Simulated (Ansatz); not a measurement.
[ReNF4]2- (ReNF4²⁻), relaxed as a singlet with RKS PBE0-D4/def2-SVPD in Ansatz, starting from the GFN2-xTB (ALPB water) geometry. Force threshold 0.02 eV/Å.

In the def2 sets Re takes a core potential; there is no spin–orbit coupling. A multiply charged anion in the gas phase is held together partly by the finite basis. Removing one electron lowers the energy by 3.19 eV at PBE0-D4/def2-TZVPD, so it isn't bound. The highest occupied level of the charge -2 singlet lies above zero (up to 5.06 eV). By energy differences it is unbound by 3.19 eV (vertical, to the charge -1 doublet, at PBE0-D4/def2-TZVPD) and held by the finite basis. The relaxation made no stability test and no search for a lower SCF solution.

Start:

Cartesian coordinates in Å:
```
Re 0.081 -0.044 0.069
N 1.273 -0.722 1.119
F 0.135 -1.118 -1.681
F 0.999 1.439 -1.015
F -0.814 1.497 1.088
F -1.675 -1.051 0.420
```

Problem. Estimate the energy that the relaxation releases and the steps that it takes.

Solution. 19.9 kJ/mol, in 4 steps; 9.5 s on 4 threads of Arm Neoverse V1 on a shared host. No frequencies were taken in this run, so the end may be a saddle point.

Problem. Does the start keep its bonding and symmetry?

Solution. By distances, no bond broke or formed. The bond that changes most is Re1–N2, from 1.73 to 1.65 Å (atoms count from 1). Point group C4v at the start, C4v at the end, both within 0.05 Å.

Problem. Predict the relaxed structure.

Solution. 
Cartesian coordinates in Å:
```
Re 0.1178 -0.0668 0.1035
N 1.2603 -0.7148 1.1074
F 0.1202 -1.0848 -1.6577
F 0.9637 1.4140 -1.0053
F -0.8090 1.4753 1.0525
F -1.6530 -1.0230 0.3996
```
Bond lengths: 4 × F–Re 2.03 Å; 1 × N–Re 1.65 Å.
